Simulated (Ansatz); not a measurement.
`[Cl][Al]1[CH2][CH2]1` + HBr → `[Br][Al]1[CH2][CH2]1` + HCl at 400 K and 1 bar (ligand exchange at the Al–Cl bond).

Gas-phase electronic energies from Ansatz, PBE0-D4/def2-TZVP geometries. CCSD(T)/CBS adds triple-zeta CCSD(T) − MP2 to the extrapolated MP2 energy (def2 sets, frozen cores). This one scheme is used for every species. For Br outer-core shells are correlated without core-valence functions, which leaves a few kJ/mol of doubt a bond. Scalar relativity is left out up to krypton.

```
               species  CCSD(T)/CBS energy (Eh)  H − E (kJ/mol)  S (J/(mol·K))
`[Cl][Al]1[CH2][CH2]1`               -780.31123           165.1          334.4
                   HBr              -2573.91920            27.6          207.2
`[Br][Al]1[CH2][CH2]1`              -2893.85018           164.7          346.4
                   HCl               -460.38127            29.6          195.4
```

H − E and S are ideal-gas, rigid-rotor, harmonic terms from PBE0-D4/def2-TZVP. 1 Eh = 2625.50 kJ/mol, R = 8.31446 J/(mol·K).

Task: By hand: ΔE, ΔH, ΔS and ΔG.

Result: ΔE = (-2893.85018) + (-460.38127) − (-780.31123) − (-2573.91920) = -0.00102 Eh = -2.7 kJ/mol. Δ(H − E) = 164.7 + 29.6 − 165.1 − 27.6 = 1.6, so ΔH = -1.1 kJ/mol. ΔS = 346.4 + 195.4 − 334.4 − 207.2 = 0.2 J/(mol·K). ΔG = -1.1 − 400 × (0.2)/1000 = -1.2 kJ/mol.

Task: By hand: the equilibrium constant, and the temperature at which ΔG would vanish if ΔH and ΔS stayed fixed.

Result: log₁₀ K = −ΔG/(RT ln 10) = 0.2. ΔH and −TΔS have one sign here, so there is no such temperature.

The number of gas molecules stays the same, so ΔS is small and ΔH decides. The sign of ΔG lies within the doubt. A doubt of 5 kJ/mol in ΔE shifts log₁₀ K by 0.7 here. These are equilibria of isolated gas molecules and say nothing of rates. Largest T1 diagnostic: 0.010 (customary marks: 0.02 for closed shells, 0.045 for open ones).

ΔS is within the doubt of such terms, so its sign, and with it that verdict, could turn.
